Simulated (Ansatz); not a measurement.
# Counterpoise correction, worked out

The pair of F2 (SMILES FF, atoms 1–2) and GeH4 (SMILES [GeH4], atoms 3–7), both closed shells, in one local arrangement (a lower one may exist), relaxed at PBE0-D4/def2-TZVP:

| atom | x (Å) | y (Å) | z (Å) |
| --- | --- | --- | --- |
| F1 | 0.5290 | 0.2761 | -2.4617 |
| F2 | -0.7011 | -0.2619 | -2.7622 |
| Ge3 | 0.0343 | -0.0029 | 1.0440 |
| H4 | -0.1710 | -0.1241 | 2.5602 |
| H5 | -1.0471 | 0.9114 | 0.4538 |
| H6 | -0.0638 | -1.3931 | 0.4027 |
| H7 | 1.4195 | 0.5944 | 0.7633 |

Ansatz 0.2.0; basis: def2-TZVPPD; cores frozen in the correlated methods. Filled d shells of the heavier atoms are correlated. The def2 sets are not built for correlating such inner shells, so the correlated values are less sure here.

CCSD(T) total energies in eV:

| system | geometry | basis functions | energy |
| --- | --- | --- | --- |
| pair | pair | all | -61968.47757 |
| F2 | as in the pair | all (partner as ghosts) | -5423.48448 |
| GeH4 | as in the pair | all (partner as ghosts) | -56544.97421 |
| F2 | as in the pair | its own | -5423.47741 |
| GeH4 | as in the pair | its own | -56544.96247 |
| F2 | free (PBE0-D4 minimum) | its own | -5423.47723 |
| GeH4 | free (PBE0-D4 minimum) | its own | -56544.96249 |

(1) Work out the interaction energy with and without the counterpoise correction, the superposition error, and the binding energy from the relaxed fragments.

The T1 diagnostic stays at or below 0.013. The restricted Hartree–Fock reference is unstable towards an unrestricted one at one or more of these structures.

Results:

(1) Without correction: -61968.47757 − (-5423.47741) − (-56544.96247) = -0.03769 eV.
With correction (each fragment in the whole basis): -61968.47757 − (-5423.48448) − (-56544.97421) = -0.01888 eV = -0.44 kcal/mol.
The superposition error is the difference, 0.01881 eV, 50 % of the uncorrected value: each fragment borrows its partner's functions.
Deformation from the free shapes: -0.00018 eV for F2 and 0.00002 eV for GeH4 (a small negative value is possible, since the free shapes are minima of another method).
Binding energy from relaxed fragments: -0.01888 + (-0.00018) + 0.00002 = -0.01904 eV = -0.44 kcal/mol (electronic, without zero-point energy; negative means bound). For comparison, the corrected interaction energy by CCSD(T) at an estimated basis limit (MP2 extrapolated from triple and quadruple zeta, plus CCSD(T) − MP2 in triple zeta) is -0.023 eV; triple zeta with the correction binds less.

For scale, one of the runs: CCSD(T)/def2-TZVPPD, 202 basis functions, launched by `ansatz run in.yaml --threads 4 --pin off --events-out ev --progress --plain --max-ram 9574MiB`. The run took 110 s on 4 CPU threads of an Arm Neoverse N1 (shared host), with 2.6 GiB of host memory at its peak.
